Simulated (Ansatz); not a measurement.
(NaNH2)2 ring (Na₂N₂H₄). Total charge 0; singlet. Geometry PBE0-D4/def2-SVP.

```xyz
8

Na   -1.365   -0.131   -0.378
N     0.277    1.069   -1.373
Na    1.366    0.129    0.376
N    -0.277   -1.069    1.373
H     0.194    2.089   -1.425
H     0.563    0.836   -2.329
H    -0.563   -0.833    2.328
H    -0.195   -2.089    1.428
```

LC-ωPBE has ω = 0.4 bohr⁻¹.

(1) Estimate the orbital energies around the gap (eV) in Ansatz with HF/6-31G, PBE-D4/def2-TZVP, PBE0-D4/def2-SVP, PBE0-D4/def2-TZVP, LC-ωPBE/def2-TZVP.

## Answers

(1) 
| orbital | HF/6-31G | PBE-D4/def2-TZVP | PBE0-D4/def2-SVP | PBE0-D4/def2-TZVP | LC-ωPBE/def2-TZVP |
| --- | --- | --- | --- | --- | --- |
| HOMO−9 | -38.95 | -26.69 | -29.97 | -30.06 | -32.30 |
| HOMO−8 | -38.92 | -26.67 | -29.95 | -30.03 | -32.26 |
| HOMO−7 | -27.07 | -17.91 | -19.99 | -20.35 | -23.35 |
| HOMO−6 | -27.02 | -17.87 | -19.94 | -20.30 | -23.30 |
| HOMO−5 | -13.94 | -8.97 | -10.31 | -10.40 | -13.24 |
| HOMO−4 | -13.90 | -8.93 | -10.27 | -10.36 | -13.20 |
| HOMO−3 | -10.91 | -6.30 | -7.53 | -7.70 | -10.56 |
| HOMO−2 | -10.11 | -5.62 | -6.78 | -6.98 | -9.70 |
| HOMO−1 | -8.05 | -3.96 | -5.00 | -5.14 | -7.90 |
| HOMO | -7.81 | -3.68 | -4.74 | -4.87 | -7.63 |
| LUMO | 0.81 | -1.20 | -0.56 | -0.65 | 0.53 |
| LUMO+1 | 0.99 | -0.51 | 0.08 | -0.04 | 0.91 |
| LUMO+2 | 1.64 | 0.14 | 1.27 | 0.61 | 1.68 |
| LUMO+3 | 1.96 | 0.20 | 1.96 | 0.76 | 2.03 |
| LUMO+4 | 2.05 | 0.73 | 2.03 | 1.21 | 2.14 |
| LUMO+5 | 2.49 | 0.79 | 2.07 | 1.23 | 2.27 |
